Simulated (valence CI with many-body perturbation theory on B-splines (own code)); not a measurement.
Which ion has this spectrum?

A relativistic CI+MBPT calculation for an atom or ion with 23 electrons gives these levels (cm⁻¹):

```
   J  Parity       E     g
 5/2    even       0  1.47
 5/2    even  155000  1.29
 7/2    even  231949  1.15
 3/2    even  239599  1.23
11/2    even  242422  1.13
 9/2    even  269482  1.14
 5/2    even  283639  1.15
 1/2    even  294866  1.86
 7/2    even  321125  1.10
 5/2    even  384281  1.23
 3/2    even  395067  0.80
 7/2    even  426790  1.21
11/2    even  433276  1.07
 9/2    even  447074  1.14
```

The energies are calculated, and their last digits are not significant.

(1) Which is it?
A. Ce35+
B. Gd41+
C. Pr36+
D. Pm38+

Answers

(1) D. Pm38+, ground level (3d3/2^4 3d5/2) J=5/2.
